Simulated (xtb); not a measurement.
C₂H₆ClGe, SMILES [CH3][Ge]([CH3])[Cl] (connectivity only; charge and spin as stated), charge +1, multiplicity 1. All values are semi-empirical tight-binding results from xtb (GFN2-xTB unless named), good for trends rather than for accurate numbers. The structure is a stationary point at GFN2-xTB. The multiplicity is an assumed one; no other spin state was optimised. The isomer is the one that the SMILES or the coordinates give; other isomers of the formula were not compared.

Optimised geometry:

```xyz
10

C     -1.6221    -1.3434     0.3064
Ge     0.0360    -0.2614     0.0679
C      1.9279    -0.8564     0.2769
Cl    -0.2374     1.7109    -0.4518
H     -1.5979    -1.8483     1.2740
H     -1.6727    -2.0996    -0.4802
H     -2.4893    -0.6834     0.2443
H      2.5870    -0.1024    -0.1567
H      2.1485    -0.9696     1.3406
H      2.0742    -1.8192    -0.2149
```
Charge +1, spin multiplicity 1.

For metal compounds this method's bond lengths and energies can be far off.

| Property | Result |
|---|---|
| orbital gap | 4.53 eV |
| zero-point energy | 43.9 kcal/mol |
| G − E(el) at 298.15 K (modified RRHO) | 23.1 kcal/mol |

Computed atomic charges and the Wiberg bond orders between heavy atoms:
charges (e) C1 -0.15, Ge2 0.34, C3 -0.15, Cl4 0.08, H5 0.15, H6 0.15, H7 0.15, H8 0.15, H9 0.15, H10 0.15. Bond orders C1–Ge2 0.91, Ge2–C3 0.91, Ge2–Cl4 1.43.
